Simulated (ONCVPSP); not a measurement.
carbon (C): variants of one ONCV potential

Base potential:

```json
{
  "Element": "carbon (C)",
  "Generator": "ONCVPSP 4.0.1",
  "Type": "optimised norm-conserving Vanderbilt (ONCV)",
  "Functional": "PBEsol",
  "Relativity": "fully relativistic",
  "Frozen core": "[He]",
  "Valence charge": "4",
  "Reference configuration": "2s2 2p2",
  "Partial waves": "2s: rc 1.25 bohr, ncon 4, nbas 6, qcut 5.7 1/bohr, 1 projector; 2p: rc 2.50 bohr, ncon 3, nbas 7, qcut 5.3 1/bohr, 3 projectors, debl 2.7 Ha",
  "Local potential": "polynomial inside 0.80 bohr (lpopt 5, dvloc0 0 Ha)",
  "Core correction": "none"
}
```

Open shells are filled in proportion to 2j + 1.

Cutoffs, loose and tight: the cutoffs (Ha) at which the residual kinetic energy of the hardest occupied pseudo-wave falls to 1 and 0.1 mHa per electron. They do not see the model core or the augmentation charge, which bear on the density cutoff. Test errors are all-electron minus pseudo excitation energies from the reference, over the configurations 2s2 2p1; 2s2 2p0; 2s1 2p0; 2s2 2p1.5. A dash means not determined; rows that change the core or the reference have their own tests.

A true bound ghost makes a file unfit for plane-wave use even where its test errors are small: the radial tests pick states by their node count and pass the ghost by.

```tsv
change	outcome	cutoff, loose	cutoff, tight	bound ghosts	GHOST(+) flags above zero	largest test error (meV)
base	generated	19 Ha	44 Ha	p3/2, p1/2	none	+1467
functional LDA (Perdew-Wang 92)	generated	19 Ha	44 Ha	none	p3/2, p1/2	+1616
p: debl 5.2	generated	19 Ha	44 Ha	none	p3/2	+1464
p: qcut 5.5	generated	19 Ha	44 Ha	p3/2, p1/2	none	+1380
reference 2s2; wave 2p: rc 2.50 bohr, ncon 3, nbas 7, qcut 5.3 1/bohr, 3 projectors, debl 2.7 Ha becomes p scattering state at 0.16 Ha: rc 2.50 bohr, ncon 3, nbas 7, qcut 5.3 1/bohr, 3 projectors, debl 2.7 Ha	generated, projector energies reset by the program	29 Ha	46 Ha	p3/2, p1/2	none	+933
```

Question: What comes out with this change to the base: p: rc 3.58?

Answer: outcome: generated; cutoff, loose: 19 Ha; cutoff, tight: 44 Ha; bound ghosts: p3/2, p1/2; GHOST(+) flags above zero: none; largest test error (meV): +2939.

Question: What comes out with this change to the base: s: qcut 5.6; p: qcut 5.2?

Answer: outcome: generated; cutoff, loose: 20 Ha; cutoff, tight: 44 Ha; bound ghosts: p3/2, p1/2; GHOST(+) flags above zero: none; largest test error (meV): +1513.
